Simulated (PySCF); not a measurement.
Compound: C₇H₁₀N (doublet state).
Numbering: `[NH2:1][CH2:2][C:3]1=[CH:4][C@@H:5]2[CH:6][CH2:7][C@H:8]12` (hydrogens: H9, H10 on N1; H11, H12 on C2; H13 on C4; H14 on C5; H15 on C6; H16, H17 on C7; H18 on C8)

Geometry (GFN2-xTB, Å), atoms numbered from 1 in this order:
```
atom  x, y, z in Å
N1     2.1315    1.0026    0.2612
C2     1.8878   -0.4392    0.2513
C3     0.4471   -0.6938   -0.0294
C4    -0.2559   -1.0712   -1.1000
C5    -1.6002   -0.8826   -0.4186
C6    -2.0837    0.5164   -0.5533
C7    -1.3227    1.0043    0.6224
C8    -0.7717   -0.4301    0.8168
H9     3.1021    1.1935    0.4867
H10    1.9437    1.3891   -0.6586
H11    2.4986   -0.9795   -0.4929
H12    2.1414   -0.8177    1.2469
H13   -0.0113   -1.3395   -2.1121
H14   -2.3027   -1.7126   -0.4407
H15   -2.4568    1.0376   -1.4141
H16   -0.5633    1.7711    0.4470
H17   -1.9489    1.3369    1.4545
H18   -0.8438   -0.8789    1.8013
```

The hyperfine couplings belong to this conformer and change with its torsions.

The calculation used UKS B3LYP, pcH-1 on C H N, non-relativistic, mean-field spin-orbit, GIAO in PySCF. The structure is a single GFN2-xTB conformer in the gas phase; no vibrational or solvent corrections. Couplings are sensitive to structure, and on GFN2-xTB geometries they can be far from those on DFT ones. No stability test was run, so a lower SCF solution isn't excluded.

Principal values of hyperfine tensors in MHz (contact and dipolar terms together), for some of the nuclei:

| atom | isotope | A1 | A2 | A3 |
| --- | --- | --- | --- | --- |
| C6 | 13C | 44.56 | 45.87 | 278.81 |
| H17 | 1H | 113.99 | 115.53 | 128.74 |
| H16 | 1H | 84.55 | 85.22 | 95.68 |
| H14 | 1H | 62.33 | 62.99 | 75.46 |
| H15 | 1H | -86.23 | -50.32 | -11.79 |
| C5 | 13C | -33.95 | -30.33 | -27.68 |
| C7 | 13C | -30.66 | -27.75 | -25.43 |
| N1 | 14N | 4.57 | 4.66 | 5.17 |

Split each tensor into its isotropic and traceless parts, and turn a_iso into mT with g = 2.0026.

a_iso is a third of the trace, T = A − a_iso, and a(mT) = a(MHz)/(g × 13.996).

```tsv
atom	a_iso (MHz)	a_iso (mT)	T1	T2	T3
C6	123.08	4.391	-78.52	-77.21	155.73
H17	119.42	4.261	-5.43	-3.89	9.32
H16	88.48	3.157	-3.94	-3.26	7.20
H14	66.93	2.388	-4.60	-3.94	8.54
H15	-49.45	-1.764	-36.79	-0.87	37.66
C5	-30.65	-1.094	-3.30	0.33	2.97
C7	-27.95	-0.997	-2.71	0.20	2.52
N1	4.80	0.171	-0.23	-0.14	0.37
```

What spin density at the nucleus of H15 lies behind its contact coupling (g_N = 5.58569)?

a_FC = 800.24 MHz bohr³ × g_N × ρ(0)/(2S). With a_FC = -49.45 MHz and 2S = 1, ρ(0) = -0.01106 bohr⁻³. In magnitude that is 3.5 % of the 1/π = 0.318 of a free hydrogen atom.

C4 (13C, g_N = 1.40482) isn't in the table. Its spin density at the nucleus is 0.06653 bohr⁻³. What is its contact coupling?

By the same relation, a_FC = 74.8 MHz. Its full tensor has the principal values 67.18, 70.47, 86.72 MHz.

Name the largest traceless tensor T of the table and describe it.

C6: -78.5, -77.2, 155.7 MHz, axial, in the ratio −1:−1:+2, the form that spin in one p orbital centred on that nucleus gives.

What first-order splitting does H17 cause when the field lies along A1, A2 or A3 of its tensor (g taken as isotropic, no quadrupole term)?

2 lines (I = 1/2), spaced by |A_i|/(g × 13.996): 4.07, 4.12, 4.59 mT along the axes of A1, A2 and A3.

The run took 90 s (grids of density and orbitals included) on an Arm Neoverse V2 with one thread, shared host, and the process peaked at 0.96 GiB of memory.
